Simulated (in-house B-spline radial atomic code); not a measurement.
## RPA and G0W0 on PBEsol: Tb V (Tb4+)

Configuration [Xe] 4f7, highest spin, mean-field start PBEsol. Computed with a B-spline radial code for spherical atoms: all electrons, scalar-relativistic (spin-free one-electron X2C), finite nucleus, each spin shell either full or empty, empty states to l = 9 with an (l + 1/2)⁻⁴ tail; G0W0 by contour deformation at full frequency.

Without the two-electron picture change, the correlation of inner shells comes somewhat too large for so heavy an element.

Command:
```bash
python run_gw.py task.json out
```
Settings (radii: box in bohr, nucleus in fm):
```
Z                        65
electrons                61
configuration            [Xe] 4f7
hamiltonian              x2c
method                   pbesol
lmax                     9
rms_radius               5.06
spin_polarised           True
box_radius               11.96
intervals                67
```

Run time, properties included: 9.8 s on 1 thread of Arm Neoverse N1, on a shared host.

Energies (hartree):

| term | value |
| --- | --- |
| mean-field total | -11701.25930 |
| Hartree-Fock functional on these orbitals | -11701.66551 |
| direct second order | -6.0643 |
| second-order exchange | 1.6059 |
| SOSEX correction | 1.4903 |

**Question.** What is the RPA correlation energy, and what remains with SOSEX?

**Answer.** RPA gives -5.2636 hartree (-2.35 eV per electron); RPA + SOSEX gives -3.7733, and the second-order doubles -4.4583 hartree (no singles). SOSEX takes back 28 % of the RPA value.

Quasi-particle levels (eV):

| level | occupied | mean field | Σx - vxc | Σc | QP weight | G0W0 |
| --- | --- | --- | --- | --- | --- | --- |
| 4f up | yes | -56.60 | -14.19 | ? | ? | ? |
| 5p down | yes | -66.96 | -6.51 | -0.92 | 0.932 | -74.39 |
| 4f down | no | -50.74 | 19.69 | -9.73 | 0.907 | -40.78 |

G0W0 = mean field + (Σx - vxc) + Σc, with Σc (partial-wave tail included) taken at the quasi-particle energy. Only the outer levels were computed. Levels of low weight are left out.

**Question.** Where does G0W0 put 4f up?

**Answer.** At -67.21 eV, with Σc = 3.57 eV and a quasi-particle weight of 0.906.
